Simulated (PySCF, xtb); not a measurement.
bromine (Br2), SMILES BrBr.

GFN2-xTB (xtb) at its own geometry gives an orbital gap of 2.59 eV and a dipole moment of 0.00 D.

Geometry: PBE-D3(BJ)/def2-TZVP.

Q: What does PySCF with ωB97X/def2-TZVPD give? (The exact figures need the calculation; the answer reports its results.)

A: gap 8.94 eV (levels -10.51 and -1.56 eV), dipole 0.00 D.
